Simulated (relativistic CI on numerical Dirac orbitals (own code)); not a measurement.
## Si⁺: what numerical and physical settings do to a radial Dirac CI calculation

Reference input:

```
atom Si  Z=14  charge=1  electrons=13
nucleus A=28  rms_radius_fm=3.1224
hamiltonian dirac-coulomb  breit=on  qed=on  c_scale=1
orbitals kli  potential=per-configuration
slater_scale 1
correlation none
mixing on
grid step=0.0125 r_max=74.5
scf mixing=0.4 start=green max_iterations=150 tolerance=2e-08 node_fill=0.05
configurations
  [Ne] 3s2 3p
  [Ne] 3s 3p2
  [Ne] 3s2 3d
  [Ne] 3p3
  [Ne] 3s2 4s
end
```

Computed lowest total energy -289.12908 Ha, first excitation 267.0 cm⁻¹, 51 SCF steps. Runs with settings changed; * marks those that are bad on purpose:

```tsv
Changed	Outcome	Lowest level	ΔE (Ha)	First excitation (cm⁻¹)	SCF steps	Message
node fill of the KLI weights 0.5	converged	3s2 3p 2P°_1/2	0.00806	278.3	54	
end of the grid at 223.5 bohr	converged	3s2 3p 2P°_1/2	-5.68e-14	267.0	51	
SCF mixing 0.1	converged	3s2 3p 2P°_1/2	-4.84e-11	267.0	63	
end of the grid at 37.25 bohr, SCF tolerance 0.0001, QED terms off	converged	3s2 3p 2P°_1/2	-0.0358	266.3	34	
node fill of the KLI weights 50 *	converged	3s2 3p 2P°_1/2	0.233	271.7	63	
charge 3 *	refused				0	configuration [Ne] 3s2 3p has 13 electrons, the ion has 11
```

With so few configurations and no correlation, terms lie too far apart (by 10 to 50 % near neutrality), their order can be wrong, and levels of other configurations are missing.
